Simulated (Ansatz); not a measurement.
C6, SMILES c1c#cc#cc#1. Atoms are numbered in the order given.

```xyz
6

C      1.3137     0.0000     0.0000
C      0.6568     1.1377     0.0000
C     -0.6568     1.1377     0.0000
C     -1.3137     0.0000     0.0000
C     -0.6568    -1.1377     0.0000
C      0.6568    -1.1377     0.0000
```
Charge 0, spin multiplicity 1.

The structure is a stationary point at r2SCAN-D4/def2-SVP.

Two levels are set side by side: PBE-D3(BJ)/def2-SVP (Ansatz, a quantum-chemistry and plane-wave program) and r2SCAN-D4/def2-SVP (Ansatz). Each level has its own optimised geometry; the coordinates shown are those of the second. Differences are taken from unrounded values.

| quantity | r2SCAN-D4 |
|---|---|
| mean bond length (Å) | 1.314 |
| bond C1–C2 (Å) | 1.314 |
| bond C1–C6 (Å) | 1.314 |
| bond C2–C3 (Å) | 1.314 |
| bond C3–C4 (Å) | 1.314 |
| bond C4–C5 (Å) | 1.314 |
| bond C5–C6 (Å) | 1.314 |

Problem. What does PBE-D3(BJ) give, and how far is it from r2SCAN-D4? (An estimate is asked for; the answer gives what the named calculation found.)

Solution. 
```csv
quantity,PBE-D3(BJ),PBE-D3(BJ) minus r2SCAN-D4
mean bond length (Å),1.322,0.008
bond C1–C2 (Å),1.322,0.008
bond C1–C6 (Å),1.322,0.008
bond C2–C3 (Å),1.322,0.008
bond C3–C4 (Å),1.322,0.008
bond C4–C5 (Å),1.322,0.008
bond C5–C6 (Å),1.322,0.008
```

On these quantities the two levels nearly agree.
